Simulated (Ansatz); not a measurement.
The cluster ReS2⁺. Charge 1, multiplicity 1. Geometry PBE0-D4/def2-TZVP.

| atom | x (Å) | y (Å) | z (Å) |
| --- | --- | --- | --- |
| Re1 | 0.5256 | -0.2990 | 0.5629 |
| S2 | -0.2089 | 1.5876 | 0.4322 |
| S3 | -0.3168 | -1.2886 | -0.9951 |

In the def2 sets Re takes a core potential; there is no spin–orbit coupling. B3LYP takes the VWN-RPA correlation. At PBE-D4/def2-TZVP, PBE0-D4/def2-TZVP the restricted singlet is unstable: a solution with broken spin symmetry lies lower. The restricted singlet is unstable towards broken spin symmetry at other levels; at B3LYP-D4/def2-TZVP, PBE0-D4/def2-SVP, r2SCAN0-D4/def2-TZVP this wasn't settled. The geometry of the singlet was relaxed on an unsound state (restricted singlet, unstable towards broken spin symmetry). At PBE0-D4/def2-TZVP a triplet of charge 1 lies 0.42 eV below the restricted singlet, each at its own geometry. The structure comes from a short search, and lower isomers may exist.

Question: Estimate the orbital energies around the gap (eV) in Ansatz with PBE-D4/def2-TZVP, B3LYP-D4/def2-TZVP, PBE0-D4/def2-SVP, PBE0-D4/def2-TZVP, r2SCAN0-D4/def2-TZVP.

Answer: 
```
orbital  PBE-D4/def2-TZVP  B3LYP-D4/def2-TZVP  PBE0-D4/def2-SVP  PBE0-D4/def2-TZVP  r2SCAN0-D4/def2-TZVP
 HOMO−5            -15.32              -16.33            -16.81             -16.59                -16.80
 HOMO−4            -14.87              -15.76            -16.22             -16.02                -16.19
 HOMO−3            -14.31              -15.10            -15.60             -15.37                -15.54
 HOMO−2            -14.12              -14.87            -15.31             -15.12                -15.26
 HOMO−1            -12.57              -13.31            -13.68             -13.51                -13.63
   HOMO            -11.15              -12.28            -12.71             -12.52                -12.77
   LUMO            -10.73              -10.02             -9.94              -9.79                 -9.73
 LUMO+1            -10.50               -9.98             -9.85              -9.74                 -9.68
 LUMO+2             -9.80               -9.07             -9.05              -8.90                 -8.87
 LUMO+3             -8.74               -8.18             -7.96              -7.96                 -7.88
 LUMO+4             -7.43               -6.93             -6.50              -6.67                 -6.48
 LUMO+5             -5.03               -4.51             -3.92              -4.26                 -4.09
```
